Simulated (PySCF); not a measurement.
Structure problem from calculated spectra and properties.

Formula: C8H8O2S.

| Quantity | Value |
| --- | --- |
| NMR, other nuclei | isotropic shieldings of nuclei other than C and H, by class: 90 (2 O), 114 (1 S) ppm [GIAO B3LYP/pcSseg-2] |
| Triplet | lowest triplet excitation (Tamm–Dancoff): 3.97 eV [TDA PBE0/def2-SVPD] |
| UV, first state | lowest singlet excitation: 5.25 eV (236 nm, f = 0.009) [TDDFT PBE0/def2-SVPD] |
| Rotational structure | rotational constants A, B, C: 1.902, 0.861, 0.679 GHz [PBE0-D3(BJ)/def2-SVP] |
| 13C NMR | chemical shifts (computed TMS as zero) by class: 155.3 (1 C), 148.9 (1 C), 142.0 (1 C), 138.0 (1 C), 135.6 (1 C), 132.1 (1 C), 60.4 (1 C), 29.9 (1 C) ppm [GIAO B3LYP/pcSseg-2] |
| 1H NMR | chemical shifts (computed TMS as zero) by class: 7.88 (1 H), 7.59 (1 H), 7.53 (1 H), 7.35 (1 H), 3.20 (2 H), 3.11 (2 H) ppm [GIAO B3LYP/pcSseg-2] |
| Dipole | 5.51 D [PBE0/def2-SVPD] |

Electronic properties: PySCF, gas phase, density fitting. Levels stand in brackets. NMR shifts are as computed; neighbouring signals can stand in another order in a measured spectrum. One conformer (not necessarily the lowest) at the PBE0-D3(BJ)/def2-SVP geometry, without solvent, vibrations or thermal averaging. Each NMR value is the plain mean over a class of atoms that symmetry, rotation or inversion makes alike.

Task: Give a SMILES that accounts for the data.

Result: Numbering: `[O:1]=[S:2]1(=[O:3])[CH2:4][CH2:5][c:6]2[cH:7][cH:8][cH:9][cH:10][c:11]21`. 8 carbons fall into 8 classes; from least to most shielded: substituted aromatic carbon [C11] (155.3 ppm), substituted aromatic carbon [C6] (148.9 ppm), aromatic CH carbon [C8] (142.0 ppm), aromatic CH carbon [C9] (138.0 ppm), aromatic CH carbon [C7] (135.6 ppm), aromatic CH carbon [C10] (132.1 ppm), ring sp3 carbon bound to sulfur [C4] (60.4 ppm), benzylic-type carbon [C5] (29.9 ppm). Hydrogen classes from least to most shielded: 1 H on an aromatic CH carbon, C10 (7.88 ppm), 1 H on an aromatic CH carbon, C8 (7.59 ppm), 1 H on an aromatic CH carbon, C9 (7.53 ppm), 1 H on an aromatic CH carbon, C7 (7.35 ppm), 2 H on a benzylic-type carbon, C5 (3.20 ppm), 2 H on an sp3 carbon bound to sulfur, C4 (3.11 ppm). The other shieldings belong to: 90 ppm, sulfonyl oxygen [O1/O3]; 114 ppm, sulfonyl sulfur [S2]. The optimised geometry has point group C1 and is an asymmetric top. Structure: `O=S1(=O)CCC2=CC=CC=C21`. Computed isomers that give other values at the same levels: `CSc1ccc(C(=O)O)cc1` (rotational constant A: 3.062 GHz; this holds for the one conformer computed); `C=CS(=O)(=O)c1ccccc1` (smallest rotational constant: 0.625 GHz; this holds for the one conformer computed). The assignments are read from this structure; whether some other isomer fits the data as well wasn't checked.
